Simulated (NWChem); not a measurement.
**Atomisation of HCu**

SMILES: [CuH]
```xyz
2

Cu     0.0000     0.0000     0.0490
H      0.0000     0.0000    -1.4222
```
Charge 0, spin multiplicity 1.

Everything below was run with NWChem. Structure: optimised with B3LYP/def2-SVP, a minimum by its harmonic frequencies.

Basis set: def2-TZVP. The atomisation energy is electronic alone: no zero-point, thermal, spin-orbit or counterpoise terms. No value is extrapolated to the basis-set limit. Free atoms are single determinants with multiplicities Cu 2, H 2. Correlated methods freeze the same cores in atoms and molecule, 9 orbitals in all.

The correlated methods keep 9 core orbitals frozen. The structure started from a generated list of species. No SCF solution was tested for a lower state. Open-shell Hartree-Fock references start from PBE0 orbitals.

Q: For the atomisation energy, M06-2X gives 53.4 kcal/mol and PBE0 gives 102.2 kcal/mol. What do MP2, HF, BHandHLYP give?

A: MP2: 115.7 kcal/mol; HF: 37.1 kcal/mol; BHandHLYP: 56.0 kcal/mol.
